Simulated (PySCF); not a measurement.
FI2In. Atoms are numbered in the order given.

```xyz
4

In     0.0000     0.0000     0.6730
F      0.0000     0.0000     2.6231
I      0.0000     2.3485    -0.5338
I      0.0000    -2.3485    -0.5338
```

Geometry optimised at PBE0-D3(BJ)/def2-SVP. The structure was generated by enumeration; whether it is a known compound was not checked. The def2 effective core potentials stand for the cores of I, In; spin–orbit coupling is left out.

Computed with PySCF with PBE/def2-TZVP.

ESP charges are fitted to the potential on shells at 1.4 to 2.0 van der Waals radii. Atomic charges (e):

| atom | Löwdin | ESP fit |
|---|---|---|
| In1 | -0.23 | [?] |
| F2 | -0.21 | [?] |
| I3 | 0.22 | [?] |
| I4 | 0.22 | [?] |

### Question
Some entries are withheld; supply them. (Estimate from the structure and the level; the computed values follow.)

### Answer

- In1, ESP fit: 0.50
- F2, ESP fit: -0.31
- I3, ESP fit: -0.10
- I4, ESP fit: -0.10
